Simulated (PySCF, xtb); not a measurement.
H3O4S, SMILES [OH+]=S(O)(=O)O, charge +1. The values are those of a single conformer.

Harmonic wavenumbers (cm⁻¹) from GFN2-xTB (xtb 6.7.1) at its own minimum, in rising order: 220, 221, 241, 367, 367, 427, 440, 440, 779, 788, 788, 867, 930, 930, 1329, 3471, 3472, 3495.

Problem. What does PBE0-D3(BJ)/def2-SVP (PySCF) give at its own minimum? (An estimate is asked for; the answer gives what the named calculation found.)

Solution. 227, 228, 378, 405, 405, 493, 493, 497, 886, 972, 972, 1087, 1133, 1133, 1435, 3684, 3684, 3699. Paired by order, the mean absolute difference is 124 cm⁻¹ and the zero-point energies are 28.0 and 31.2 kcal/mol.
